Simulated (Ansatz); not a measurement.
GeFCl3 (GeCl₃F), 5 atoms. Hardware: 2 threads of Intel Xeon on a shared host.

The 6-31G sets use Cartesian d functions.

**Question.** How many basis functions does each of these Ansatz runs have, and roughly what does it cost? HF/6-31G, charge 0 singlet, energy; PBE-D4/def2-TZVP, charge 0 singlet, energy and forces, from earlier orbitals; LDA (SPW92)/def2-TZVP, charge 0 singlet, energy, from earlier orbitals; PBE-D4/def2-SVP, charge 0 singlet, energy, from earlier orbitals; PBE0-D4/def2-TZVP, charge 1 doublet at the geometry of the charge 0 singlet, energy, from earlier orbitals; HSE06-D4/def2-TZVP, charge 0 singlet, energy, from earlier orbitals; HF/def2-TZVP, charge 0 singlet, energy, from earlier orbitals; LC-ωPBE/def2-TZVP, charge 0 singlet, energy, from earlier orbitals; HF/STO-3G, charge 0 singlet, energy; PBE-D4/def2-TZVP, charge 1 doublet at the geometry of the charge 0 singlet, energy, from earlier orbitals; B3LYP-D4/def2-TZVP, charge 0 singlet, energy, from earlier orbitals; BHLYP-D4/def2-TZVP, charge 0 singlet, energy, from earlier orbitals.

**Answer.** Other jobs shared the machine, so times can vary by a factor of up to 3. A dash marks memory too small to be measured apart from the calling script's.

```tsv
run	functions	fitting or Cholesky vectors	wall time	peak host memory (GiB)
HF/STO-3G, charge 0 singlet, energy	50	550	0.56 s	–
HF/6-31G, charge 0 singlet, energy	77	759	1.8 s	–
PBE-D4/def2-SVP, charge 0 singlet, energy, from earlier orbitals	100	1084	2.1 s	–
LDA (SPW92)/def2-TZVP, charge 0 singlet, energy, from earlier orbitals	190	1282	2.6 s	–
PBE-D4/def2-TZVP, charge 0 singlet, energy and forces, from earlier orbitals	190	1282	4.7 s	–
PBE-D4/def2-TZVP, charge 1 doublet at the geometry of the charge 0 singlet, energy, from earlier orbitals	190	1282	5.5 s	–
B3LYP-D4/def2-TZVP, charge 0 singlet, energy, from earlier orbitals	190	1334	6.5 s	0.63
LC-ωPBE/def2-TZVP, charge 0 singlet, energy, from earlier orbitals	190	1282	7 s	–
HF/def2-TZVP, charge 0 singlet, energy, from earlier orbitals	190	1628	7 s	0.66
HSE06-D4/def2-TZVP, charge 0 singlet, energy, from earlier orbitals	190	1361	8 s	0.66
BHLYP-D4/def2-TZVP, charge 0 singlet, energy, from earlier orbitals	190	1502	8.5 s	0.67
PBE0-D4/def2-TZVP, charge 1 doublet at the geometry of the charge 0 singlet, energy, from earlier orbitals	190	1361	14 s	0.92
```
